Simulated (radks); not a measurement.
The numbers below are computed, except where a source is named.
Removal energies from neutral lead, [Hg] 6p2, by Delta-SCF beside the eigenvalue of the level emptied. Code: a radial shooting solver on a logarithmic mesh with Libxc functionals. Model: scalar-relativistic Kohn-Sham, BLYP, spin-polarised, spherical densities, finite nucleus; Fermi nuclear charge, rms radius of each element as measured or else 0.836 A^(1/3) + 0.57 fm. Open shells are filled with parallel spins first.

removed from                  final configuration  Delta-SCF (eV)  -eigenvalue (eV)
6p                                       [Hg] 6p1           6.822             3.723
6s                         [Xe] 4f14 5d10 6s1 6p2          15.261            11.417
5d                          [Xe] 4f14 5d9 6s2 6p2          26.523            20.726
5p            [Kr] 4d10 4f14 5s2 5p5 5d10 6s2 6p2          92.324            85.456
